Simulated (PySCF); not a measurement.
## A small calculation by hand: oscillator strength and radiative lifetime

C₃H₇FTe, SMILES CC(C)[Te]F.

Coordinates come from a PBE0-D3(BJ)/def2-SVP optimisation. This is a generated structure with no PubChem entry under its InChIKey; it may be hypothetical. The def2 effective core potentials stand for the cores of Te; spin–orbit coupling is left out. Other conformers were not sampled.

TDA-ωB97X/def2-SVPD (PySCF) puts the first singlet state with f over 0.02 at 6.10 eV (vertical), with the transition dipole (-0.504, 0.626, 0.871) in atomic units.

Problem. Find the oscillator strength, the wavelength and the radiative lifetime that this transition would have in vacuum if emission retraced absorption.

Solution. 
|μ|² = 1.4045 au, so |μ| = 3.01 D. ΔE = 6.10/27.211 = 0.2242 hartree. f = (2/3) ΔE |μ|² = 0.210 (the program prints 0.210).
λ = 1239.84/6.10 = 203 nm; ν = 49200 cm⁻¹.
Einstein's coefficient A = 0.6670 ν² f s⁻¹ (ν in cm⁻¹) = 3.4e8 s⁻¹, so τ = 1/A = 3.0 ns. This state is S4; the lower singlets have f = 0.000, 0.002, 0.012. The figure is the radiative limit of this one transition; relaxation, internal conversion, crossing to triplets and a medium change what is measured.
